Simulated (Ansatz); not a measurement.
AlBrH₂OSi (`[Br][Al]1[O][SiH2]1`). The species carries charge 0 and has multiplicity 1. The structure was optimised at the PBE0-D4/def2-TZVP level.

```xyz
6

Br   -1.766   -0.811    2.889
Al   -0.493   -0.367    1.106
O    -0.907    0.452   -0.367
Si    0.699    0.140   -0.758
H     0.910   -0.755   -1.927
H     1.557    1.341   -0.943
```

**Question.** What is the dipole moment at r2SCAN/def2-TZVPP? (Estimate.)

**Answer.** The calculation gave: 1.12 D, with components (1.01, -0.42, 0.23) D in this frame, pointing from negative to positive charge.

**Question.** And with PBE, B3LYP, ωB97M-V? (Estimate.)

**Answer.** Ansatz gave: PBE 1.10 D, B3LYP 1.34 D, ωB97M-V 1.38 D.

**Question.** Give the Mulliken charges with r2SCAN, ωB97M-V, PBE in def2-TZVPP. (An estimate is asked.)

**Answer.** The calculation gave: 
```tsv
atom	r2SCAN	ωB97M-V	PBE
Br1	-0.18	-0.16	-0.16
Al2	0.38	0.28	0.28
O3	-0.44	-0.42	-0.34
Si4	0.40	0.36	0.34
H5	-0.08	-0.03	-0.06
H6	-0.08	-0.03	-0.06
```

B3LYP here is the variant with VWN-RPA as its local correlation; programs differ in this.
